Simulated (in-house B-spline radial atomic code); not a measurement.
Configurations of the copper ion Cu⁺, with energies counted from [Ar] 3d10. Computed with a B-spline radial code for spherical atoms: Dirac-Hartree-Fock, average of configuration, Fermi nucleus of rms radius 3.8823 fm. Energies include first-order Breit, QED and recoil terms.

Occupations are held fixed; configurations that lie above the ionisation limit could autoionise.

```csv
configuration,E - E(ref) (eV),highest orbital,its <r> (bohr)
[Ar] 3d9 4s1,0.95933,4s1/2,2.597
[Ar] 3d9 5s1,10.688,5s1/2,6.225
[Ar] 3d9 6p1,14.342,6p3/2,13.28
[Ar] 3d9 5f1,15.146,5f5/2,15.71
[Ar] 3d9 5g1,15.148,5g9/2,13.75
[Ar] 3d9 7g1,16.215,7g9/2,31.75
[Ne] 3s2 3p5 3d10 4s1,77.425,4s1/2,2.582
[Ne] 3s2 3p5 3d10 4d1,88.111,4d5/2,5.637
[Ne] 3s2 3p5 3d10 6s1,90.269,6s1/2,11.28
[Ne] 3s2 3p5 3d10 6f1,92.391,6f5/2,23.95
[Ne] 3s2 3p5 3d10 7d1,92.436,7d5/2,26.36
[Ne] 3s2 3p5 3d10 7f1,92.792,7f5/2,33.69
```

(1) Order these further configurations by energy, lowest first.
A. [Ar] 3d9 5p1
B. [Ne] 3s2 3p5 3d10 7g1
C. [Ar] 3d9 7p1
D. [Ar] 3d9 4f1
E. [Ar] 3d9 6f1

(2) How far above the reference does [Ne] 3s2 3p5 3d10 6d1 lie?

(3) How far above the reference does [Ne] 3s2 3p5 3d10 4f1 lie?

(4) How far above the reference does [Ar] 3d9 6g1 lie?

(5) One of these lies 6.334 eV from the reference. Which?
A. [Ne] 3s2 3p5 3d10 5g1
B. [Ne] 3s2 3p5 3d10 5d1
C. [Ne] 3s2 3p5 3d10 7s1
D. [Ar] 3d9 4p1

Results:

(1) A (12.204 eV), D (13.92 eV), C (15.37 eV), E (15.812 eV), B (92.794 eV).

(2) 91.8 eV; its least bound orbital is 6d5/2 with <r> = 17.96 bohr.

(3) 90.499 eV; its least bound orbital is 4f5/2 with <r> = 8.977 bohr.

(4) 15.814 eV; its least bound orbital is 6g9/2 with <r> = 22 bohr.

(5) D.
